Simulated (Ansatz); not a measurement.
`CBBOC` + H₂ → `BBC` + CH₃OH at 700 K and 1 bar (hydrogenolysis of a B–O bond).

Isolated molecules relaxed with PBE0-D4/def2-TZVP in Ansatz; ΔE leaves out vibrations. CCSD(T)/CBS adds triple-zeta CCSD(T) − MP2 to the extrapolated MP2 energy (def2 sets, frozen cores). This one scheme is used for every species. Each species was taken in one conformer, which may not be the lowest.

| species | CCSD(T)/CBS energy (Eh) | H − E (kJ/mol) | S (J/(mol·K)) |
| --- | --- | --- | --- |
| `CBBOC` | -205.68526 | 357.1 | 484.5 |
| H₂ | -1.17544 | 46.8 | 155.3 |
| `BBC` | -91.20122 | 237.7 | 381.9 |
| CH₃OH | -115.61712 | 170.8 | 288.5 |

H − E and S are ideal-gas, rigid-rotor, harmonic terms from PBE0-D4/def2-TZVP, for one conformer and one mirror image of each species. The MP2-based limit puts H₂ 0.8 mEh under its directly extrapolated value; such offsets cancel only in part. 1 Eh = 2625.50 kJ/mol, R = 8.31446 J/(mol·K).

Q: By hand: ΔE, ΔH, ΔS and ΔG.

A: ΔE = (-91.20122) + (-115.61712) − (-205.68526) − (-1.17544) = 0.04236 Eh = 111.2 kJ/mol. Δ(H − E) = 237.7 + 170.8 − 357.1 − 46.8 = 4.6, so ΔH = 115.8 kJ/mol. ΔS = 381.9 + 288.5 − 484.5 − 155.3 = 30.6 J/(mol·K). ΔG = 115.8 − 700 × (30.6)/1000 = 94.4 kJ/mol.

Q: By hand: the equilibrium constant, and the temperature at which ΔG would vanish if ΔH and ΔS stayed fixed.

A: log₁₀ K = −ΔG/(RT ln 10) = -7.0. ΔG = 0 at ΔH/ΔS = 3784 K, far beyond where these terms or the molecules hold.

ΔH outweighs TΔS. A doubt of 5 kJ/mol in ΔE shifts log₁₀ K by 0.4 here. Other conformers and mirror images would add mixing entropy, several J/(mol·K) or more a flexible species. These are equilibria of isolated gas molecules and say nothing of rates. Largest T1 diagnostic: 0.013 (customary marks: 0.02 for closed shells, 0.045 for open ones).
